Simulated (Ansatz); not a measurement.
BH4P (SMILES BP) moved off its minimum; all values from Ansatz (a quantum-chemistry and plane-wave program), cores frozen in correlated methods.
(charge 0, multiplicity 1)
```xyz
6

B      0.11470    -0.39103    -1.31499
H     -0.69881    -0.08177    -2.11573
H      0.95337    -1.30428    -1.57985
P     -0.05782     0.17835     0.60387
H     -0.31433     1.52136     0.45711
H      1.11431     0.12135     1.07022
```

```
level                    largest force (eV/Å)  on atom  rms difference from CCSD(T)/aug-cc-pV(T+d)Z (eV/Å)  dipole (D)
-----------------------  --------------------  -------  --------------------------------------------------  ----------
HF/def2-TZVPP                            5.55       P4                                               0.127        0.97
PBE/def2-TZVPP                           5.92       P4                                               0.139        0.85
r2SCAN/def2-TZVPP                        5.81       P4                                               0.071        0.85
B3LYP/def2-TZVPP                         5.68       P4                                               0.037        0.81
wB97M-V/def2-TZVPP                       5.71       P4                                               0.062        0.79
MP2/aug-cc-pV(T+d)Z                      5.67       P4                                               0.061        0.78
CCSD(T)/aug-cc-pV(T+d)Z                  5.67       P4                                               0.000        0.79
```

The differences count from one level among others, with limits of its own. Forces at CCSD(T)/aug-cc-pV(T+d)Z (eV/Å):

```
atom      Fx      Fy      Fz
----  ------  ------  ------
B1     0.947  -0.993   1.648
H2    -0.068   0.256  -0.075
H3    -0.936   1.134   0.293
P4    -4.294  -1.288  -3.468
H5     0.072   0.797   0.077
H6     4.279   0.095   1.525
```
